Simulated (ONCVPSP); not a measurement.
## An all-electron radial function and its pseudo partner (cobalt (Co))

Columns: radius, all-electron u(r) and pseudo u(r) of the 3s shell (level -97.61 eV) of cobalt in the configuration [Ne] 3s2 3p6 3d8 4s1; PBE, scalar-relativistic, ONCV scheme, ONCVPSP 4.0.1.

```csv
r (bohr),all-electron,pseudo
0.082,-0.1043,0.2408
0.165,-0.6678,0.4720
0.248,-0.4296,0.6793
0.330,0.1172,0.8511
0.413,0.6409,0.9851
0.495,1.0046,1.0746
0.578,1.2037,1.1213
0.660,1.2663,1.1268
0.742,1.2376,1.0969
0.825,1.1519,1.0373
0.908,1.0373,0.9562
0.990,0.9138,0.8626
1.072,0.7915,0.7628
1.155,0.6756,0.6617
1.238,0.5708,0.5652
1.320,0.4795,0.4778
1.402,0.4004,0.4000
1.485,0.3318,0.3318
1.568,0.2739,0.2738
1.650,0.2258,0.2258
1.733,0.1852,0.1852
1.815,0.1519,0.1519
1.898,0.1241,0.1241
1.980,0.1014,0.1014
2.062,0.0827,0.0827
2.145,0.0673,0.0672
```

Task: How many radial nodes do the two functions have?

Result: The all-electron 3s function has n − l − 1 = 2 (the table is too coarse to show those close to the nucleus); the pseudo-wave has 0, since the states of the same l below it are removed with the core.

Task: At about which radius was the pseudo-wave matched?

Result: 1.55 bohr. The columns agree to 0.0005 from 1.40 bohr on; several derivatives are matched, so the curves merge somewhat inside the radius.

Task: Is the pseudo-wave norm-conserving?

Result: Yes: the ONCV scheme keeps the norm inside the radius equal to the all-electron one, which fixes the energy derivative of the logarithmic derivative at the level.
